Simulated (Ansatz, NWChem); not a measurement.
Worked example: InH2(CH3) + SiH3I → SiH3(InH2) + CH3I

Species: InH2(CH3), singlet; SiH3I `[SiH3]I`, singlet; SiH3(InH2), singlet; CH3I (methyl iodide) `CI`, singlet. The partners trade CH3 for SiH3: In–CH3 and I–SiH3 bonds give way to In–SiH3 and I–CH3.

Shapes, held fixed at every level: PBE0-D4/def2-TZVP. Programs: Ansatz 0.2.0. Electronic energies: no zero-point or thermal term.

At CCSD(T)/def2-TZVPP; 1 Eh = 2625.50 kJ/mol:

| species | energy (Eh) |
| --- | --- |
| InH2(CH3) | -230.488388 |
| SiH3I | -588.021398 |
| SiH3(InH2) | -481.504838 |
| CH3I | -336.975382 |

Q: Work out ΔE of the reaction at this level.

A: 
1. Products less reactants: (-481.504838) + (-336.975382) − [(-230.488388) + (-588.021398)] = 0.029566 Eh = +77.6 kJ/mol.

Other levels give +73.2 (CCSD(T)/def2-SVP) to +88.6 kJ/mol (MP2/def2-TZVPP). No measured value is set beside it here. For atoms past krypton def2 sets carry core potentials with scalar relativity. Outer-core shells of I, In are correlated in most correlated rows, in sets that cover them unevenly.
